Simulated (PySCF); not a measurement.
## PySCF run on FGaS

File input.py (PySCF 2.14):

```python
from pyscf import gto, dft

mol = gto.M(
    atom='Ga 0 0 0.2629; S 0 0 -1.7431; F 0 0 1.979',
    basis='cc-pvdz',
    charge=0,
    spin=0,
    verbose=3,
)
mf = dft.UKS(mol, xc='bp86')
mf.kernel()
mf.dip_moment()
print('orbital energies (hartree):', [e[max(0, n-3):n+3].round(4) for e, n in zip(mf.mo_energy, mol.nelec)])
```

```bash
$ OMP_NUM_THREADS=1 python input.py
```

The log:

```
converged SCF energy = -2423.2198738062  <S^2> = 9.5923269e-13  2S+1 = 1
Dipole moment(X, Y, Z, Debye): -0.00000, -0.00000,  1.31905
orbital energies (hartree): [array([-0.3384, -0.2394, -0.2394, -0.1259, -0.0657, -0.0657]), array([-0.3384, -0.2394, -0.2394, -0.1259, -0.0657, -0.0657])]
```

In short: E(SCF) = -2423.219874 Eh, μ(SCF) = 1.32 D.

Hardware: Arm Neoverse N1, 1 thread, shared host. Wall time 8.5 s.

No search for the lowest solution was made.
